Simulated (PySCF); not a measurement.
Computed shifts of a molecule C₅H₆O, PBE0/pcSseg-1 (PySCF), GIAO, gas phase, equivalent atoms averaged, in ppm (number of nuclei): ¹³C: 222.5 (1), 160.9 (1), 123.4 (1), 96.2 (1), 95.2 (1). ¹H: 6.92 (1), 6.92 (1), 6.02 (2), 4.73 (1), 4.61 (1). References: ¹³C against TMS (σ = 186.3 ppm); ¹⁷O against H2O (σ = 334.2 ppm); ¹H against TMS (σ = 31.56 ppm), references at their B3LYP-D3(BJ)/def2-TZVP geometries, non-relativistic. Geometry optimised at B3LYP-D3(BJ)/def2-SVP. The values are those of a single conformer.

Pick the molecule that these values belong to.
(A) C=CC1=COC1
(B) C#C/C=C\OC
(C) C=C=COC=C
(D) C=C1CC=CO1

C, C=C=COC=C
